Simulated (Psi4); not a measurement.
Pair of molecules, SMILES C=O with SMILES [H][H] (the first has 4 atoms); geometry from B3LYP-D3(BJ)/def2-TZVP, rigid monomers moved along the line of their centres of mass till C1···H5 is 4.28 Å.
(charge 0, multiplicity 1):
```xyz
6

C     -0.351    -0.507     0.042
O      0.329     0.242    -0.602
H     -1.403    -0.274     0.296
H      0.035    -1.474     0.419
H      0.108     0.471     4.188
H     -0.333    -0.025     4.525
```

These are Psi4 with SAPT0/jun-cc-pV(D+d)Z values and carry that method's errors.

Which attractive term is largest, and how does the interaction split up?

electrostatics -3.2, exchange 0.3, induction -0.2, dispersion -1.4, total -4.6 meV; the largest attraction is electrostatics.
